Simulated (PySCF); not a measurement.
## BiH⁺: from constants to spectrum

UHF-CCSD(T) constants of BiH⁺, ²Π (doublet), unpaired electrons π ↑ (Bi def2-TZVP with ECP60, H def2-TZVP; scalar-relativistic core potentials (PySCF 2.14); masses 208.9804 and 1.0078 u):

- ωe: 1860.8 cm⁻¹
- ωexe: 31.9 cm⁻¹
- Be: 5.2637 cm⁻¹
- αe: 0.138 cm⁻¹
- D (centrifugal): 0.000168 cm⁻¹

Question: Give the vibrational terms G(v) and spacings up to v = 6.

Answer: G(v) = ωe(v+½) − ωexe(v+½)².

| v | G(v) (cm⁻¹) | G(v) − G(v−1) | Bv (cm⁻¹) |
| --- | --- | --- | --- |
| 0 | 922 |  | 5.195 |
| 1 | 2719 | 1797 | 5.057 |
| 2 | 4453 | 1733 | 4.919 |
| 3 | 6122 | 1669 | 4.781 |
| 4 | 7728 | 1606 | 4.643 |
| 5 | 9269 | 1542 | 4.505 |
| 6 | 10747 | 1478 | 4.367 |

Correlated steps freeze 4 core orbitals. Spin–orbit coupling is left out, which matters for elements this heavy, above all for dissociation energies. The state is the lowest determinant that a PBE0 search found; another state may lie lower at other levels.
